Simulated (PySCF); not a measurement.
Species: 3-aminophenol, C6H7NO.
Bonds: N1–C2, C2–C3 (aromatic), C3–C4 (aromatic), C4–C5 (aromatic), C5–C6 (aromatic), C6–O7, C6–C8 (aromatic), C2–C8 (aromatic). Hydrogens: H9, H10 on N1; H11 on C3; H12 on C4; H13 on C5; H14 on O7; H15 on C8.

Probes without a nucleus sit at each ring's centroid and 1 Å off its mean plane on both sides; NICS is minus the shielding there, NICSzz its component along the normal. Level: GIAO B97-2/pcSseg-2 (PySCF, non-relativistic, gas phase) on the PBE0-D3(BJ)/def2-TZVP geometry, one conformer.

Ring bond lengths (Å): C2–C3 1.398, C3–C4 1.382, C4–C5 1.387, C5–C6 1.390, C6–C8 1.386, C8–C2 1.393.

Question: What do the NICS probes read (ppm)?

Answer: 
```json
{"ring": "C2–C3–C4–C5–C6–C8", "type": "6-membered carbocycle; formal bonds all aromatic", "NICS(0)": "-8.7", "NICS(1), two faces": "-8.2 / -8.0", "NICS(1)zz, two faces": "-22.2 / -21.9", "rms pucker (Å)": "0.00", "centre to ring atoms, mean (Å)": "1.39"}
```

Question: What can be read from them?

Answer: 
- C2–C3–C4–C5–C6–C8: mean NICS(1)zz -22.0 ppm, shielded. For a flat ring without four-coordinate atoms the NICS criterion counts such a value as aromatic.

Question: How equal are the bonds by HOMA? HOMA takes Krygowski's 1993 parameters.

Answer: 
- C2–C3–C4–C5–C6–C8: HOMA 0.99 = 1 − EN − GEO, with mean bond length 1.389 Å, EN = α(Ropt − mean)² = 0.000 and GEO = α × variance = 0.007. The geometric and the magnetic index point the same way.

Question: Give the inner angles of the rings.

Answer: 
- C2–C3–C4–C5–C6–C8: C2 119.2°, C3 119.8°, C4 121.4°, C5 118.6°, C6 120.8°, C8 120.2°; sum 720.0° against 720° for a flat convex ring.

Question: How do the values depend on the level or the medium?

Answer: 
```csv
level,"NICS(0), C2–C3–C4–C5–C6–C8","mean NICS(1)zz, C2–C3–C4–C5–C6–C8"
"B97-2/pcSseg-2, gas",-8.7,-22.0
"KT3/pcSseg-2, gas",-8.4,-20.7
"PBE0/pcSseg-2, gas",-8.6,-22.2
"wB97X-D/pcSseg-2, gas",-8.6,-22.6
"WP04/pcSseg-2, IEF-PCM chloroform",-9.0,-21.9
"wB97X-D/pcSseg-2, IEF-PCM chloroform",-8.2,-22.5
```

The geometry is the same throughout; the continuum's cavity takes Bondi-type radii × 1.2.

Shape of the structure used: `[NH2:1][c:2]1[cH:3][cH:4][cH:5][c:6]([OH:7])[cH:8]1`: H–N1–C2–C3 24°, H–N1–C2–C3 159°, H–O7–C6–C5 0°.
